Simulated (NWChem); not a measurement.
Two isomers of C4H6O, each optimised at PBE0/def2-SVP with NWChem. Flexible species stand in one conformer each, which need not be the lowest. 

A: C1OCC=C1
B: O=CC1CC1

Question: Which is lower in energy, by how much, and how do their other properties compare?

Answer: B is lower by 2.8 kcal/mol in electronic energy; with zero-point energies, B − A = -3.8 kcal/mol.
```csv
,A,B
highest occupied level (eV),-6.62,-7.32
orbital gap (eV),7.03,6.74
dipole (D),1.64,2.67
highest harmonic frequency (cm⁻¹),3258,3266
zero-point energy (kcal/mol),58.3,57.3
```
